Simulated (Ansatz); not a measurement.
Start from `P[O][SbH2]` and change one atom or group to get `[SiH3][O][SbH2]`.

Ansatz, PBE0-D4/def2-TZVP geometries, multiplicity 1. Each molecule was computed in one conformer, which needn't be the lowest.

Elements past krypton have def2 core potentials.

```json
{"property": "LUMO energy (ωB97M-V/def2-TZVPP) / eV", "`P[O][SbH2]`": "0.24"}
{"property": "LUMO energy (B3LYP/def2-TZVPP) / eV", "`P[O][SbH2]`": "-1.77"}
{"property": "LUMO energy (PBE0/def2-TZVPP) / eV", "`P[O][SbH2]`": "-1.56"}
{"property": "HOMO–LUMO gap (PBE/def2-TZVPP) / eV", "`P[O][SbH2]`": "3.26"}
{"property": "size of the dipole moment (PBE/def2-TZVPP) / D", "`P[O][SbH2]`": "1.30"}
{"property": "ideal-gas entropy at 298 K and 1 bar (rigid rotor, harmonic PBE0-D4/def2-TZVP) / J/(mol·K)", "`P[O][SbH2]`": "338"}
```

Task: What does the change do to each property? (An estimate is asked.)

Result: Ansatz gave: 
| property | `[SiH3][O][SbH2]` | shift |
| --- | --- | --- |
| LUMO energy (ωB97M-V/def2-TZVPP) / eV | 0.33 | 0.09 |
| LUMO energy (B3LYP/def2-TZVPP) / eV | -1.64 | 0.13 |
| LUMO energy (PBE0/def2-TZVPP) / eV | -1.42 | 0.14 |
| HOMO–LUMO gap (PBE/def2-TZVPP) / eV | 4.17 | 0.91 |
| size of the dipole moment (PBE/def2-TZVPP) / D | 1.66 | 0.36 |
| ideal-gas entropy at 298 K and 1 bar (rigid rotor, harmonic PBE0-D4/def2-TZVP) / J/(mol·K) | 354 | 16 |

With PBE0 the HOMO falls by 0.68 eV and the LUMO rises by 0.14 eV, so the gap widens by about 0.82 eV. PBE moves the HOMO by -0.76 eV and ωB97M-V by -0.62 eV. The zero-point energy changes by 19.5 kJ/mol with +3 modes. Dipoles are sizes alone; their direction can turn. Modes under 60 cm⁻¹, often nearly free rotors, make the harmonic entropy too high.

B3LYP here is the variant with VWN-RPA as its local correlation; programs differ in this.

Spin–orbit coupling is left out; it splits and shifts lone-pair levels of the heavy atoms by tenths of an eV.
